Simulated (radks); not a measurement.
Q: These are the eigenvalues of the occupied orbitals of an atom or ion with whole-number occupations (eV). Method: scalar-relativistic Kohn-Sham, r2SCAN, spin-polarised, spherical densities, finite nucleus; meta-GGA in the generalised Kohn-Sham scheme; Fermi nuclear charge, rms radius of each element as measured or else 0.836 A^(1/3) + 0.57 fm; computed with a radial shooting solver on a logarithmic mesh with Libxc functionals.

orbital  eigenvalue
1s up     -76238.33
1s down   -76237.94
2s up     -13395.76
2s down   -13395.42
2p up     -11641.59
2p down   -11641.14
3s up     -3172.649
3s down   -3172.506
3p up     -2657.366
3p down   -2657.143
3d up     -2088.693
3d down   -2088.340
4s up     -712.9501
4s down   -712.3410
4p up     -543.1777
4p down   -542.6097
4d up     -333.5051
4d down   -332.8214
5s up     -137.7248
5s down   -132.8449
4f up     -100.8492
4f down    -99.8182
5p up      -93.1215
5p down    -88.2175
5d up      -40.9539
5d down    -37.2522

Which element is it, and in what charge state? The configuration may be excited. Open shells, if any, are filled with parallel spins first.

A: Z = 77, iridium, charge +3: Ir3+ in [Kr] 4d10 4f14 5s2 5p4 5d8. The list shows which subshells hold electrons but not how many an open one holds; the 1s level, -2801.7 hartree, gives Z - s = 74.9 by -(Z - s)^2/2, which with screening and relativity narrows Z to a few neighbours, and the depths of the outer levels then fix element, charge and occupations together.
